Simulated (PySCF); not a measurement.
Exact simulation of a proton spin system

Molecule: 1,2,3,4-tetrafluorobenzene (F-1,4), C$_{6}$H$_{2}$F$_{4}$.

Cartesian coordinates in Å; atom numbers follow the order of the lines, from 1:
```xyz
12

F     1.229    2.418    0.065
C     0.595    1.254    0.026
C    -0.784    1.194   -0.109
C    -1.423   -0.045   -0.146
C    -0.677   -1.210   -0.047
F    -1.261   -2.400   -0.079
C     0.711   -1.154    0.089
F     1.424   -2.261    0.184
C     1.349    0.084    0.125
F     2.662    0.143    0.252
H    -1.346    2.126   -0.185
H    -2.505   -0.123   -0.252
```

PySCF 2.14 calculation with GIAO PBE/pcSseg-1 shieldings, geometry: PBE0-D3(BJ)/def2-SVP and B3LYP/pcJ-1 coupling constants (spin–dipole term only in couplings to heteroatoms); non-relativistic, averaged over atoms made equivalent by symmetry, fast rotation or ring inversion, one computed conformer, gas phase.

Chemical shifts δ = σref − σ; ¹H (σ = 31.20 ppm) against TMS, all at this level.

The 6-spin Hamiltonian (Zeeman plus full scalar coupling among like nuclei) was diagonalised exactly; lines are Lorentzian, 0.5 Hz wide, and the maxima above 3 % are listed with the tallest set to 100.

Peak list at 500 MHz for the spins F1/F6/F8/F10/H11/H12:
| Hz | ppm | height |
| --- | --- | --- |
| 3372.1 | 6.744 | 4 |
| 3363.7 | 6.727 | 5 |
| 3362.6 | 6.725 | 23 |
| 3361.7 | 6.723 | 27 |
| 3359.3 | 6.719 | 93 |
| 3358.0 | 6.716 | 64 |
| 3355.6 | 6.711 | 56 |
| 3354.3 | 6.709 | 100 |
| 3352.8 | 6.706 | 95 |
| 3352.2 | 6.704 | 87 |
| 3351.9 | 6.704 | 95 |
| 3351.3 | 6.703 | 78 |
| 3351.0 | 6.702 | 82 |
| 3349.1 | 6.698 | 81 |
| 3348.7 | 6.697 | 79 |
| 3348.2 | 6.696 | 96 |
| 3347.8 | 6.696 | 87 |
| 3347.2 | 6.694 | 95 |
| 3345.7 | 6.691 | 100 |
| 3344.4 | 6.689 | 56 |
| 3342.1 | 6.684 | 64 |
| 3340.7 | 6.681 | 93 |
| 3338.3 | 6.677 | 27 |
| 3337.5 | 6.675 | 24 |
| 3336.3 | 6.673 | 5 |
| 3327.9 | 6.656 | 4 |

**Question.** Extract the chemical shifts and coupling constants behind this pattern (give the signs of the calculation).

**Answer.** 
Shifts (ppm): F1/F6 -154.7, F8/F10 -176.7, H11/H12 6.70.
Couplings (Hz): F1–F6: 21.2; F1–F8, F6–F10: 2.8; F1–F10, F6–F8: -11.9; F1–H11, F6–H12: 9.6; F1–H12, F6–H11: 4.0; F8–F10: -11.6; F8–H11, F10–H12: -2.8; F8–H12, F10–H11: 7.8; H11–H12: 10.7.
These are the parameters used. A line list fixes at most the relative signs, and those only where coupling is strong; other parameter sets or atom labellings may fit too, and couplings well below the line width leave little trace. Those between chemically equivalent but magnetically inequivalent protons (AA′, BB′) do shape the pattern.
